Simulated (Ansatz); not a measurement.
Species: CH2BO (charge -1, singlet). It need not be the lowest isomer of its formula. Whether it binds its extra electron was not tested at this geometry. 
Structure (B3LYP-D3(BJ)/def2-TZVP (Ansatz, an electronic-structure program) minimum search):
```xyz
5

B     -0.2386    -0.0020    -1.3285
H     -0.3404     1.0530    -1.8994
H     -0.3412    -1.0587    -1.8961
C      0.0133     0.0001     0.0739
O      0.2244     0.0019     1.2493
```
Charge -1, spin multiplicity 1.

Basis-set convergence of Hartree-Fock and CCSD correlation energies (hartree) with Ansatz. Cores are frozen in the correlated levels unless marked. No spin-orbit coupling. No relativistic terms. This anion needs diffuse functions, which these sets lack.

```tsv
basis	functions	E(HF)	E(corr, CCSD)
cc-pVDZ	-	-138.54175	-0.42985
cc-pVTZ	118	-138.58701	-0.52167
cc-pVQZ	225	…	…
```

### Question
Some entries are withheld; supply them.

### Answer

- cc-pVQZ, E(HF): -138.59932
- cc-pVQZ, E(corr, CCSD): -0.55188
